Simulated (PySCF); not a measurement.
C6H6O, SMILES C=C=C1C=COC1. Geometry: B3LYP-D3(BJ)/def2-SVP. The structure was generated by enumeration, and PubChem lists no compound with its InChIKey, so it may never have been made. One conformer was computed; it need not be the lowest.

Computed with PySCF with B3LYP-D3(BJ)/def2-SVP.

Harmonic wavenumbers (cm⁻¹): 99, 160, 220, 391, 534, 535, 568, 635, 776, 830, 870, 886, 918, 972, 1001, 1002, 1060, 1172, 1193, 1202, 1276, 1310, 1398, 1468, 1488, 1648, 2062, 3045, 3085, 3095, 3161, 3235, 3269. Rotational constants (GHz): 8.039, 1.778, 1.485; symmetry number 1.

**Question.** Work out the zero-point energy and the ideal-gas rigid-rotor harmonic-oscillator thermochemistry at 298.15 K and 1 atm.

**Answer.** ZPE = ½ Σ hcν = ½ × 44562 cm⁻¹ = 266.54 kJ/mol. H − E(el) = 285.64 kJ/mol. Entropy in J/(mol K): translation 165.42, rotation 113.46, vibration 52.27, total 331.15. G − E(el) = 186.90 kJ/mol. Cp = 104.89 J/(mol K). Modes under 150 cm⁻¹ make the vibrational entropy uncertain.
